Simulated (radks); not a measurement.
Task: Numerical settings for the argon ion Ar4+, [Ne] 3s2 3p2. Method: scalar-relativistic Kohn-Sham, r2SCAN, spin-polarised, spherical densities, finite nucleus; open shells are filled with parallel spins first; meta-GGA in the generalised Kohn-Sham scheme; Fermi nuclear charge, rms radius 3.4274 fm; computed with a radial shooting solver on a logarithmic mesh with Libxc functionals. The defaults (mesh step 0.008 in ln r, mesh end at 40 bohr or more with all orbitals vanishing there, Anderson mixing 0.5 over 9 steps, residual threshold near 1e-9 with the energy settled to 1e-9 hartree or 1e-11 of itself, here a cap of 94 iterations) give E = -524.120 hartree and 3p at -67.410 eV in 14 iterations. Run on one thread of a shared host, so times are rough (Arm Neoverse N1): 0.16 s of CPU time, 0.16 s wall, 14 iterations on 2189 mesh points. One setting is changed at a time: mesh step in ln r 0.003; mesh step in ln r 0.02; mesh step in ln r 0.012; mesh end (bohr) 3; mesh end (bohr) 8; residual threshold 0.1; residual threshold 1e-16; mixing 0.05; linear mixing, mixing 0.8; linear mixing, mixing 0.05; mixing history 2; iteration cap 2. Which runs fail to converge, and which converge to a wrong energy?

Result: Not converged within the cap: residual threshold 1e-16; linear mixing, mixing 0.8; linear mixing, mixing 0.05; iteration cap 2. Settings that end as converged yet miss the energy by more than 1 mhartree: mesh end (bohr) 3 (+0.0734 hartree).
